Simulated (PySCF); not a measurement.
Two-component Hartree-Fock for Dy⁻ (dysprosium, charge -1)

Start: [Xe] 4f10 6s2 6p1; 4f5/2 filled at m_j = -5/2, -3/2, -1/2, +1/2, +3/2, +5/2; 4f7/2 filled at m_j = +1/2, +3/2, +5/2, +7/2; 6p1/2 filled at m_j = -1/2. Calculated with PySCF 2.14 in x2c-SVPall-2c with one added diffuse shell each of s, p, d, f type (8s11p10d4f1g, 128 functions): generalised Hartree-Fock with the X2C-1e Hamiltonian and a Gaussian nucleus; one run each with spin-orbit coupling (SO) switched off, then screened by Boettger's factors.

```
spinor shell  electrons  ε, spin-free (eV)  ε, screened SO (eV)  weight of nominal j (screened SO)  rms radius, screened SO (bohr)
       1s1/2          2           -54052.7             -54041.3                              1.000                          0.0240
       2s1/2          2            -9122.5              -9118.9                              1.000                          0.0971
       2p1/2          2            -8090.2              -8655.6                              1.000                          0.0830
       2p3/2          4            -8090.2              -7850.0                              1.000                          0.0896
       3s1/2          2            -2080.1              -2078.8                              1.000                           0.250
       3p1/2          2            -1756.8              -1876.5                              1.000                           0.241
       3p3/2          4            -1756.8              -1704.9                              1.000                           0.255
       3d3/2          4            -1339.0              -1361.1                              0.999                           0.228
       3d5/2          6            -1339.0              -1323.0                              0.999                           0.231
       4s1/2          2            -433.24              -432.72                              1.000                           0.564
       4p1/2          2            -324.25              -352.20                              0.994                           0.579
       4p3/2          4            -324.25              -311.80                              0.997                           0.609
       4d3/2          4            -172.66              -180.01                              0.889                           0.655
       4d5/2          6            -172.66              -167.20                              0.926                           0.664
       5s1/2          2            -56.488              -56.254                              1.000                            1.41
       5p1/2          2            -28.263              -32.000                              0.978                            1.59
       5p3/2          4            -28.263              -26.414                              0.989                            1.72
       4f5/2          6            -10.545              -10.496                              0.718                           0.954
       4f7/2          4            -10.545              -10.056                              0.714                           0.961
       6s1/2          2             -1.876               -1.841                              0.961                            5.33
       6p1/2          1              0.197               -0.109                              0.945                            8.03
```

```tsv
quantity	spin-free	screened SO
E (hartree)	-12148.08273	-12157.01494
M_J	15/2	15/2
⟨J²⟩	65.865	65.087
⟨L²⟩	32.076	39.931
⟨S²⟩	8.789	6.554
```

The configuration of this anion was assumed by filling the next shell in order. It is not the known or likely ground configuration (Ca⁻, Sr⁻ and Ba⁻, for instance, bind a p electron), so these values are not the electron affinity of the element. The determinant has a definite M_J but mixes levels of different J.

Each row is a mean over spinors that exchange with the open shell spreads, by up to 14.735 eV (4d5/2).

Rows whose weight is well below 1 are mixtures of j = l ± 1/2: exchange outweighs spin-orbit coupling there, and the label is only the starting occupation.

Breit and QED terms are absent; they matter most for the inner s and p1/2 levels.

Densities and radii are taken from the X2C orbitals without a picture-change correction, which distorts them close to the nucleus.

Without spin-orbit coupling the j labels of p, d and f shells carry no meaning; the spin-free column gives the mean over the occupied spinors of each nl shell, and its ⟨J²⟩ belongs to a mixture of degenerate components.
